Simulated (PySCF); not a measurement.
**Dy⁺: excitation energy**

Dy⁺ [Xe] 4f10 6s1 (high-spin determinant) → Dy⁺ [Xe] 4f9 6s1 6p1 (high-spin determinant), as a difference of total energies. Computed with PySCF 2.14 in cc-pVDZ-X2C (8s7p5d3f1g, 84 functions), with the spin-free X2C one-electron Hamiltonian (Gaussian nucleus). Correlated levels: valence: [Kr] 4d10 frozen; valence and next inner shell: [Ar] 3d10 frozen. The calculations carry no spin-orbit coupling.

| method | excitation energy (eV) |
| --- | --- |
| UHF | 0.805 |
| LDA | 5.781 |
| PBE | 5.556 |
| PBE0 | 4.577 |
| MP2 (valence) | 4.343 |
| SCS-MP2 (valence) | 4.057 |
| MP2 (valence and next inner shell) | 4.606 |
| SCS-MP2 (valence and next inner shell) | 4.257 |

How much does correlation contribute at MP2 (valence and next inner shell)?

4.606 − (0.805) = 3.801 eV, measured against UHF.

A first-order spin-orbit estimate (lowest level to lowest level, LS coupling) adds 0.222 eV.

The basis was made for the ground configuration and has no added diffuse functions, so the excitation energy can come out too high.

The determinant of the upper state and of the lower state mixes LS terms, which raises its energy above the lowest term, most at the Hartree-Fock and MP2 levels.
